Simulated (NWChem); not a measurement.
Ge₂H₆O; SMILES [GeH3][O][GeH3]

Results from NWChem. Pople sets run with spherical d functions. Medium grid unless said otherwise, to which SCAN and Minnesota functionals are sensitive. Structure relaxed at the B3LYP/6-31G* (spherical d) level. B3LYP is NWChem's, with the RPA form of VWN correlation.

Problem. Among these, which level gives the highest value of “orbital gap (eV)”?
A) MPW1K/6-31G*
B) LRC-wPBEh/6-31G*
C) PBE/6-31G*
D) B3LYP/6-31G*

Solution. B, LRC-wPBEh/6-31G*. Values: PBE/6-31G* 5.35; B3LYP/6-31G* 7.28; MPW1K/6-31G* 9.53; LRC-wPBEh/6-31G* 11.27
